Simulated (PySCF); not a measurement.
Excited states of Kr (krypton, neutral)

Ground state [Kr], ¹S. Calculation: PySCF 2.14, in aug-cc-pVDZ-PP with one added diffuse shell each of s, p, d type with ECP10MDF (6s5p4d, 41 functions); a scalar-relativistic core potential. Vertical excitation energies in eV without spin-orbit coupling; excited terms of each kind are numbered among those the solver found. Frozen: 3s2 3p6.

```csv
term,leading excitation,EOM-EE-CCSD
1 3P°,4p → s,9.829
1 1P°,4p → s,10.065
1 3S,4p → p,11.090
1 3D,4p → p,11.345
1 1D,4p → p,11.401
1 3P,4p → p,11.476
1 1P,4p → p,11.478
1 1S,4p → p,11.611
2 3P°,4p → d,12.567
1 3F°,4p → d,12.952
2 3S,4p → p,13.190
1 1F°,4p → d,13.252
1 1D°,4p → d,13.415
2 1D,4p → p,13.563
```

The solver can miss terms. Rydberg members are limited by the diffuse functions of the basis.
